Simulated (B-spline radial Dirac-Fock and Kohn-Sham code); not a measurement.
## Characteristic X-ray lines: Os²¹⁺

System: Os²¹⁺, configuration [Kr] 4d10 4f9.

Model: ΔSCF Dirac-Fock with Breit, self-energy and vacuum polarisation, finite nucleus, configuration average. Program: a radial atomic solver. A line energy is the difference of two single-hole energies; the list is a selection of electric-dipole transitions between resolved j subshells. Electron correlation is not included.

| line | energy (eV) | wavelength (Å) |
| --- | --- | --- |
| K-N3 | 73438.8 | 0.16883 |
| K-N2 | 73355.0 | 0.16902 |
| K-M3 | 71412.9 | 0.17362 |
| K-M2 | 71077.9 | 0.17443 |
| K-L3 | 62998.2 | 0.19681 |
| K-L2 | 61484.1 | 0.20165 |
| L1-N3 | 12542.8 | 0.98849 |
| L1-N2 | 12458.9 | 0.99514 |
| L2-N4 | 12138.1 | 1.0214 |
| L2-N1 | 11760.0 | 1.0543 |
| L3-N5 | 10640.1 | 1.1652 |
| L3-N4 | 10624.0 | 1.1670 |

Values without a named source are computed, but for edge energies of neutral atoms, which are taken from tables.
